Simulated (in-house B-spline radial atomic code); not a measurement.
A radial electron density 4πr²n(r) was computed for an atom or ion in its tabulated ground configuration with a B-spline radial code for spherical atoms; method: Dirac-Hartree-Fock, average of configuration. Columns: r (bohr), 4πr²n(r) (electrons per bohr), bar.

```
0.000707    2.514 #
0.000834     3.31 #
0.000985    4.353 ##
 0.00116    5.677 ##
 0.00137    7.407 ###
 0.00162    9.634 ####
 0.00192     12.5 #####
 0.00226    15.93 #######
 0.00267    20.26 #########
 0.00315    25.46 ###########
 0.00373     31.8 ##############
  0.0044    38.98 #################
 0.00519    47.04 ####################
 0.00613    55.82 ########################
 0.00724    64.82 ############################
 0.00855    73.38 ################################
  0.0101    80.71 ###################################
  0.0119    85.84 #####################################
  0.0141    88.17 ######################################
  0.0166    87.26 ######################################
  0.0196    83.57 ####################################
  0.0232    78.44 ##################################
  0.0274    74.34 ################################
  0.0323    73.76 ################################
  0.0382    78.33 ##################################
  0.0451    87.34 ######################################
  0.0533    97.22 ##########################################
  0.0629    102.1 ############################################
  0.0743    96.97 ##########################################
  0.0877    81.02 ###################################
   0.104     58.6 #########################
   0.122    40.16 #################
   0.144    29.64 #############
   0.171    27.07 ############
   0.201     26.1 ###########
   0.238    21.23 #########
   0.281    13.15 ######
   0.332    5.832 ###
   0.392     1.78 #
   0.462   0.3606 
   0.546  0.04323 
   0.645 0.002915 
   0.762 9.997e-05
```

Q: Which atom or ion is it?
A. Gd51+
B. Eu51+
C. Tb51+
D. Tb52+

A: C. The area under the curve, ∫4πr²n dr = ∫r·4πr²n d(ln r) on this logarithmic grid, is 14 electrons, which only this option has. The configuration is [Ne] 3s2 3p2.
